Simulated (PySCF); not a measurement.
Correlation energy of B(2+) (boron, charge +2)

[He] 2p1, 2P determinant (an excited configuration). Calculation: PySCF 2.14, in x2c-TZVPPall; scalar relativity by spin-free X2C-1e. Frozen: nothing; 3 electrons correlated.

```tsv
level	correlation energy (mhartree)
CCSD	-16.46
(T)	-0.01
CCSD(T)	-16.47
CCSDT	-16.47
```

Diagnostics: T1 = 0.00059, D1 = 0.0010, largest double amplitude 0.016.

**Question.** Is a single reference adequate?

**Answer.** Yes: T1 lies below 0.03 and no double amplitude reaches 0.07.

This basis was not built for core-valence correlation, so the inner-shell part is incomplete.
